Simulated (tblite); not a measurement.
Species: C₄H₁₅NSeSi₂.
Bonds: C1–Se2, Se2–Si3, Si3–Si4, Si4–C5, C5–N6, N6–C7, N6–C8. Hydrogens: H9, H10, H11 on C1; H12, H13 on Si3; H14, H15 on Si4; H16, H17 on C5; H18, H19, H20 on C7; H21, H22, H23 on C8.

Computed with GFN2-xTB (tblite), gas phase: L-BFGS steps from a force-field or distance-geometry start until the largest atomic force falls under 0.01 eV/Å.

Step 57: E = -701.2992 eV
```
atom  x, y, z in Å  |  force x, y, z in eV/Å
C1      3.2243    1.7180    0.7436    0.012   0.034   0.003
Se2     1.3572    1.1295    0.5847    0.009  -0.006  -0.023
Si3     1.8730   -0.9245   -0.2433    0.015  -0.021   0.034
Si4     0.0296   -1.7918   -1.3240    0.014  -0.068  -0.067
C5     -1.4456   -1.3249   -0.2083   -0.002   0.030   0.016
N6     -1.3084    0.0649    0.2115    0.044   0.039   0.055
C7     -1.7983    0.9679   -0.8055    0.024   0.007  -0.018
C8     -1.9711    0.3286    1.4722   -0.020  -0.015   0.056
H9      3.7455    1.4514   -0.1732    0.027   0.047   0.058
H10     3.6952    1.2375    1.5991   -0.043   0.009  -0.053
H11     3.2383    2.7965    0.8733   -0.035  -0.012   0.028
H12     3.0508   -0.7024   -1.0916    0.011  -0.026  -0.042
H13     2.3742   -1.7231    0.8870    0.015  -0.020  -0.022
H14    -0.2001   -1.3105   -2.6937    0.020  -0.018   0.005
H15     0.1005   -3.2540   -1.4225   -0.027   0.002  -0.005
H16    -2.4224   -1.5059   -0.6796   -0.041  -0.013   0.004
H17    -1.4061   -1.9574    0.6811   -0.005   0.000   0.010
H18    -1.2510    0.8125   -1.7317    0.052  -0.001  -0.037
H19    -1.6260    1.9886   -0.4678   -0.040   0.028  -0.054
H20    -2.8705    0.8203   -1.0068   -0.019   0.055   0.018
H21    -3.0628    0.2101    1.4059   -0.015  -0.033   0.019
H22    -1.5807   -0.3528    2.2255   -0.022   0.005   0.054
H23    -1.7503    1.3487    1.7877    0.027  -0.021  -0.039
```

Step 58: E = -701.3007 eV
```
atom  x, y, z in Å  |  force x, y, z in eV/Å
C1      3.2209    1.7204    0.7432   -0.032   0.017  -0.003
Se2     1.3556    1.1232    0.5870   -0.004   0.022  -0.018
Si3     1.8746   -0.9268   -0.2436    0.000  -0.042   0.005
Si4     0.0289   -1.7964   -1.3236    0.011  -0.029  -0.035
C5     -1.4468   -1.3251   -0.2075    0.020   0.030  -0.005
N6     -1.3046    0.0654    0.2127   -0.017   0.007   0.018
C7     -1.7942    0.9702   -0.8048    0.023  -0.006  -0.018
C8     -1.9693    0.3287    1.4733   -0.015  -0.020   0.021
H9      3.7396    1.4559   -0.1749    0.043   0.049   0.048
H10     3.6915    1.2386    1.5969   -0.016   0.006  -0.033
H11     3.2296    2.7982    0.8750   -0.028  -0.003   0.029
H12     3.0519   -0.6984   -1.0910    0.008  -0.031  -0.044
H13     2.3782   -1.7275    0.8832    0.019  -0.027  -0.010
H14    -0.1985   -1.3114   -2.6920    0.019  -0.024   0.000
H15     0.0931   -3.2584   -1.4189   -0.022  -0.008  -0.011
H16    -2.4246   -1.5048   -0.6804   -0.004   0.001   0.033
H17    -1.4063   -1.9593    0.6817   -0.020   0.024  -0.009
H18    -1.2480    0.8147   -1.7320    0.054  -0.005  -0.020
H19    -1.6204    1.9912   -0.4678   -0.040   0.013  -0.050
H20    -2.8672    0.8250   -1.0078    0.004   0.051   0.037
H21    -3.0612    0.2107    1.4047   -0.003  -0.024   0.020
H22    -1.5812   -0.3561    2.2251   -0.020   0.030   0.057
H23    -1.7462    1.3491    1.7853    0.019  -0.030  -0.010
```

Task: Estimate the geometry and energy of step 59. (The exact step hangs on the optimiser's Hessian estimate; all steps are aligned on step 58, rigid shifts and turns removed.)

Result: E = -701.3019 eV, largest force 0.076 eV/Å
```
atom  x, y, z in Å  |  force x, y, z in eV/Å
C1      3.2186    1.7230    0.7433   -0.059   0.002  -0.006
Se2     1.3548    1.1196    0.5885   -0.012   0.030  -0.018
Si3     1.8754   -0.9288   -0.2438   -0.006  -0.047  -0.023
Si4     0.0282   -1.8000   -1.3240    0.003   0.007   0.004
C5     -1.4479   -1.3252   -0.2069    0.031   0.020  -0.022
N6     -1.3021    0.0657    0.2138   -0.055  -0.018  -0.017
C7     -1.7907    0.9715   -0.8049    0.016  -0.010  -0.012
C8     -1.9682    0.3281    1.4744   -0.007  -0.018  -0.011
H9      3.7374    1.4608   -0.1747    0.052   0.048   0.027
H10     3.6894    1.2402    1.5951    0.003   0.002  -0.008
H11     3.2231    2.8001    0.8769   -0.023   0.012   0.031
H12     3.0528   -0.6963   -1.0914   -0.003  -0.035  -0.039
H13     2.3807   -1.7317    0.8797    0.023  -0.031   0.000
H14    -0.1976   -1.3128   -2.6912    0.016  -0.025  -0.011
H15     0.0865   -3.2613   -1.4164   -0.016  -0.025  -0.016
H16    -2.4269   -1.5048   -0.6798    0.026   0.018   0.049
H17    -1.4073   -1.9606    0.6822   -0.022   0.041  -0.022
H18    -1.2445    0.8164   -1.7330    0.044  -0.011   0.005
H19    -1.6173    1.9932   -0.4691   -0.029   0.004  -0.042
H20    -2.8647    0.8294   -1.0080    0.025   0.038   0.040
H21    -3.0600    0.2103    1.4040    0.002  -0.015   0.024
H22    -1.5818   -0.3581    2.2261   -0.017   0.043   0.052
H23    -1.7424    1.3487    1.7831    0.007  -0.027   0.016
```

The energy changes by -0.0012 eV. The first-order estimate −F·Δx gives -0.0016 eV and the mean of the old and new forces, exact on a quadratic surface, -0.0012 eV. The step makes an angle of 67° with the force vector and moves no atom by more than 0.008 Å.

The cost below is that of the whole relaxation. Time: 3.2 s. Hardware: one thread of an Arm Neoverse N1, shared host.
